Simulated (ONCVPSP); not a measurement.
# Scattering properties, ONCV potential for calcium

calcium, optimised norm-conserving Vanderbilt (ONCV), made with ONCVPSP 4.0.1 (PBE, scalar-relativistic). Core [Ne], reference 3s2 3p6 (charge +2). Waves: 3s: rc 1.85 bohr, ncon 4, nbas 8, qcut 7.5 1/bohr, 2 projectors, debl 2.8 Ha; 3p: rc 1.15 bohr, ncon 5, nbas 8, qcut 8.4 1/bohr, 2 projectors, debl 3.3 Ha; d scattering state at 0.16 Ha: rc 1.55 bohr, ncon 4, nbas 8, qcut 5.7 1/bohr, 3 projectors, debl 1 Ha. Local part: polynomial inside 1.05 bohr (lpopt 5, dvloc0 0 Ha). Core correction: Teter function, fcfact 5.5, rcfact 1.25.

In the d channel the program set the typed energies aside and used 0.050, 1.050, 2.050 Ha.

The phase is arctan(r·R′/R) of the radial function R(r), unwrapped; energies in Ha, scanned from -4 to 5 Ha. A pole is an energy at which the radial function vanishes at the test radius. The pseudo phase is shifted by a multiple of π to meet the all-electron one at the reference energy, and phase errors are pseudo minus all-electron; the curves can meet again beyond the range given. Levels narrower than the energy grid can be missing from the lists of poles.

```json
{"channel": "s", "radius (bohr)": "1.88", "reference energy (Ha)": "-2.29", "poles, all-electron": "-1.93, 4.44", "poles, pseudo": "-1.93, 4.32", "unbroken range about the reference energy with phases within 0.05 rad": "the whole range", "phase error 1 Ha above the reference energy (rad)": "-0.000"}
{"channel": "p", "radius (bohr)": "1.17", "reference energy (Ha)": "-1.58", "poles, all-electron": "2.44", "poles, pseudo": "2.44", "unbroken range about the reference energy with phases within 0.05 rad": "the whole range", "phase error 1 Ha above the reference energy (rad)": "-0.000"}
{"channel": "d", "radius (bohr)": "1.57", "reference energy (Ha)": "0.05", "poles, all-electron": "0.67", "poles, pseudo": "0.67", "unbroken range about the reference energy with phases within 0.05 rad": "the whole range", "phase error 1 Ha above the reference energy (rad)": "+0.000"}
```

Note: ghosts flagged at negative energy: d at -158.5 eV (a further GHOST(-) flag falls on a real empty level of the atom); no localised positive-energy state flagged. A true bound ghost makes a file unfit for plane-wave use.

Phases in the s channel:

| E (Ha) | all-electron | pseudo |
| --- | --- | --- |
| -3.98 | 1.209 | 1.209 |
| -3.50 | 1.104 | 1.104 |
| -3.02 | 0.792 | 0.792 |
| -2.54 | -0.760 | -0.760 |
| -2.06 | -1.504 | -1.504 |
| -1.58 | -1.697 | -1.697 |
| -1.10 | -1.823 | -1.823 |
| -0.62 | -1.968 | -1.968 |
| -0.14 | -2.212 | -2.212 |
| 0.34 | -2.772 | -2.772 |
| 0.82 | -3.680 | -3.680 |
| 1.30 | -4.182 | -4.183 |
| 1.78 | -4.395 | -4.396 |
| 2.26 | -4.507 | -4.508 |
| 2.74 | -4.577 | -4.579 |
| 3.22 | -4.626 | -4.629 |
| 3.70 | -4.664 | -4.668 |
| 4.18 | -4.697 | -4.703 |
| 4.66 | -4.726 | -4.736 |
